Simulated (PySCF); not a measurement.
C5H15O2Si (cation, charge +1), SMILES CCO[SiH](C)[OH+]CC, singlet (GFN2-xTB optimised geometry):

```
23

C     -1.089     2.595     0.372
C     -0.288     1.463     0.987
O     -0.062     0.462     0.000
Si     0.597    -0.988     0.000
C     -0.301    -2.371     0.911
O      0.176    -1.249    -1.721
C      0.616    -2.315    -2.586
C     -0.435    -2.609    -3.635
H     -1.261     3.362     1.122
H     -0.547     3.037    -0.460
H     -2.050     2.233     0.017
H      0.682     1.819     1.342
H     -0.825     1.014     1.825
H      2.050    -0.988     0.000
H      0.042    -3.362     0.624
H     -1.377    -2.332     0.736
H     -0.153    -2.295     1.986
H     -0.140    -0.480    -2.221
H      1.566    -2.031    -3.046
H      0.779    -3.173    -1.936
H     -0.106    -3.439    -4.254
H     -0.594    -1.749    -4.282
H     -1.379    -2.884    -3.171
```

Computed with PBE0/def2-SVP in PySCF.

Problem. What are the frontier orbital energies?

Solution. HOMO-2 -13.58 eV, HOMO-1 -13.00 eV, HOMO -12.34 eV, LUMO -4.05 eV, LUMO+1 -3.15 eV.

On the same geometry PBE/def2-SVP in PySCF gives HOMO-2 -12.10 eV, HOMO-1 -11.47 eV, HOMO -10.81 eV, LUMO -5.01 eV, LUMO+1 -4.16 eV.

Meta-Löwdin charges at PBE0/def2-SVP: C1 -0.30, C2 0.05, O3 -0.61, Si4 1.17, C5 -0.57, O6 -0.40, C7 0.03, C8 -0.31, H9 0.13, H10 0.11, H11 0.11, H12 0.11, H13 0.10, H14 -0.10, H15 0.14, H16 0.15, H17 0.15, H18 0.39, H19 0.13, H20 0.13, H21 0.15, H22 0.12, H23 0.13.
